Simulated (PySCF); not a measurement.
# TDDFT excited states: CH9NSi2

Species: CH₉NSi₂.
InChI=1S/CH9NSi2/c2-4-1-3/h1-2,4H2,3H3

Level of theory: TDDFT wB97X-D/def2-SVPD, vertical, gas phase, core orbitals frozen in the response in PySCF 2.14.0, density-fitted response routines. Isolated species at its PBE0-D3(BJ)/def2-SVP geometry (one conformer only). Torsions of this conformer, `[NH2:1][SiH2:2][CH2:3][SiH3:4]`: N1–Si2–C3–Si4 40°, H–N1–Si2–C3 59°, H–N1–Si2–C3 -159°.

**Question.** Predict the UV-vis stick spectrum at this level.

**Answer.** 

```tsv
state	λ (nm)	E (eV)	f	|μ| (D)	main configurations (H = HOMO, L = LUMO)
S1	188.4	6.58	0.018	0.85	H→L (75%), H→L+1 (15%)
S2	167.3	7.41	0.015	0.74	H→L+1 (70%), H→L (11%)
S3	154.1	8.04	0.027	0.93	H→L+3 (63%), H→L+2 (19%)
S4	151.9	8.16	0.021	0.82	H-1→L (67%), H-1→L+1 (10%)
S5	149.7	8.28	0.057	1.34	H-1→L+1 (25%), H→L+7 (23%), H→L+8 (15%)
S6	147.9	8.38	0.133	2.04	H→L+7 (29%), H→L+6 (15%), H-1→L+1 (14%)
S7	145.8	8.50	0.070	1.47	H-1→L+1 (26%), H→L+5 (16%), H→L+4 (12%)
S8	143.7	8.63	0.011	0.59	H-2→L (32%), H→L+4 (14%), H-4→L+1 (10%)
S9	142.5	8.70	0.089	1.64	H-2→L+1 (40%), H-2→L (26%)
S10	141.8	8.74	0.011	0.58	H→L+2 (42%)
```

Triplets, Tamm–Dancoff:

| state | E (eV) | λ (nm) | main configurations (H = HOMO, L = LUMO) |
| --- | --- | --- | --- |
| T1 | 6.31 | 196.5 | H→L (68%), H→L+1 (17%) |
| T2 | 7.23 | 171.6 | H→L+1 (63%), H→L (14%) |
| T3 | 7.87 | 157.6 | H→L+3 (50%), H→L+2 (9%), H-1→L (9%) |
| T4 | 7.88 | 157.3 | H-1→L (41%), H→L+3 (10%), H→L+8 (8%) |

The lowest singlet lies at 6.58 eV (188 nm, vacuum ultraviolet) and is weak; its leading configuration is HOMO→LUMO (75%). The strongest level in the table is S6 at 8.38 eV (148 nm, f = 0.133). Löwdin shares by element: HOMO nitrogen 56%, hydrogen 16% or more, silicon 14% or more; LUMO silicon 45%, hydrogen 9% or more, nitrogen 8% (atoms not listed hold the other 37%). Of the 10 states listed, 10 reach f = 0.01 and none stays under 0.0005. The oscillator strengths of these states sum to 0.451; summed over the whole spectrum of an exact calculation they would give the number of electrons, 50 (Thomas–Reiche–Kuhn). Weighted by f, the mean energy of these states is 8.33 eV. No computed singlet lies in the visible range (380 to 750 nm); the lowest, at 188 nm, stands 3.32 eV above its violet end (3.26 eV). All these states lie below the vertical ionisation energy of 9.68 eV (ΔSCF). The window holds the lowest 10 singlets.
